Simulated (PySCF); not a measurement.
Species: C4H7BF2.
Structure used (PBE0-D3(BJ)/def2-SVP), in Å, numbered top down from 1:
```xyz
14
C4H7BF2 angstrom
F      1.861    0.944   -1.943
B      2.010    0.765   -0.643
F      3.051    1.363   -0.089
C      1.037   -0.130    0.189
C     -0.332   -0.295   -0.426
C     -1.509   -0.681    0.418
C     -1.410    0.710   -0.142
H      1.533   -1.115    0.301
H      0.969    0.269    1.215
H     -0.322   -0.696   -1.445
H     -1.340   -0.811    1.491
H     -2.256   -1.360   -0.002
H     -1.178    1.524    0.552
H     -2.082    0.996   -0.954
```

Method used: TDDFT CAM-B3LYP/def2-SVPD, vertical, gas phase, core orbitals frozen in the response (PySCF 2.14.0, density-fitted response routines).

Ground-to-excited transition dipoles (e·a0, same axes as the geometry; the sign carries no meaning), for the states with f of 0.002 or more among the lowest 7:

```tsv
state	E (hartree)	μx	μy	μz
S1	0.2773	-0.126	0.274	-0.064
S2	0.2862	0.043	0.124	-0.100
S3	0.2987	-0.120	-0.024	0.051
S4	0.3054	0.052	0.051	-0.092
S5	0.3075	-0.089	0.116	-0.038
S6	0.3104	0.063	0.043	-0.073
S7	0.3165	0.050	-0.082	-0.071
```

**Question.** Work out the oscillator strengths.

**Answer.** f = (2/3) ΔE |μ|² with ΔE in hartree (27.2114 eV).

```tsv
state	|μ|² (au)	|μ| (D)	f
S1	0.095	0.78	0.018
S2	0.027	0.42	0.005
S3	0.018	0.34	0.003
S4	0.014	0.30	0.003
S5	0.023	0.38	0.005
S6	0.011	0.27	0.002
S7	0.014	0.30	0.003
```

All these states lie below the vertical ionisation energy of 10.39 eV (ΔSCF).

On an Arm Neoverse N1 with one thread, shared host with 64 logical CPUs at a one-minute load of 61, this took 3.8 min of wall time (with the writing of density and orbital grids) and 1.1 GiB of memory at its peak.

One conformer stands for the species.

Without π bonds the low states may be Rydberg-like; a valence basis with one diffuse set may place them up to an eV too high.
